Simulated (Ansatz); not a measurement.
Geometry optimisation, RKS PBE-D4/def2-SVP (Ansatz 0.2.0).

input.yaml

```yaml
crystal:
  periodic: [false, false, false]
  atoms:
    - { symbol: Ti, position_ang: [0.0, 0.0, 0.0] }
    - { symbol: O, position_ang: [0.0, 0.0, 2.27] }
    - { symbol: H, position_ang: [-0.9095, -0.2814, 2.6071] }
    - { symbol: O, position_ang: [1.8106, 0.0, -0.6394] }
    - { symbol: H, position_ang: [2.1269, -0.9521, -0.756] }
    - { symbol: F, position_ang: [-0.8619, 1.4933, -0.6094] }
    - { symbol: F, position_ang: [-0.8619, -1.4933, -0.6094] }
    - { symbol: Br, position_ang: [1.4947, 2.2541, 0.8987] }
    - { symbol: H, position_ang: [0.7203, 1.0863, 2.1119] }
basis:
  gaussian: { orbitals: def2-SVP }
hamiltonian:
  xc: pbe
  dispersion: d4
relax:
  f_tol: 0.15
  max_steps: 25
  restrain:
    - { distance: [0, 7], at: 3.75, k: 30.0 }
    - { distance: [8, 1], at: 2.21, k: 30.0 }
    - { distance: [0, 1], at: 1.92, k: 30.0 }
    - { distance: [8, 7], at: 1.55, k: 30.0 }
```

Run as:

```bash
$ ansatz run input.yaml --threads 4 --pin off --max-ram 5120MiB --backend cpu --events-out ev --progress --plain --runs-dir out
```

Problem. Where does it end, and by what steps?

Solution. The run converged. The restraints hold the end off the free minimum; the threshold counts their pulls, which the force column leaves out. Restrained pairs: Ti1–Br8 (2.85 → 3.75 Å), O2–H9 (1.31 → 2.20 Å), Ti1–O2 (2.27 → 1.88 Å), Br8–H9 (1.85 → 1.51 Å). After 8 steps the energy has fallen by 1.918 eV (the restraints' own energy left out); Br8 moved furthest, 0.81 Å.

```csv
step,energy less start (eV),largest force component (eV/Å),accepted
0,0.0000,2.474,yes
1,-0.2655,3.388,yes
2,-0.6341,4.961,yes
3,-1.3522,3.963,yes
4,-1.8475,1.394,yes
5,-1.8667,1.073,yes
6,-1.8776,1.121,yes
7,-1.9123,1.464,yes
8,-1.9185,1.114,yes
```

```xyz
9
Properties=species:S:1:pos:R:3
Ti -0.096 -0.186 -0.003
O -0.080 -0.254 1.877
H -0.910 -0.124 2.375
O 1.572 -0.266 -0.606
H 2.155 -1.002 -0.865
F -0.959 1.214 -0.611
F -0.968 -1.605 -0.550
Br 1.637 2.792 1.482
H 1.166 1.538 2.174
```

Run time: 24 s on 4 threads of Arm Neoverse V1, with other jobs on the host, peak memory 0.22 GiB.
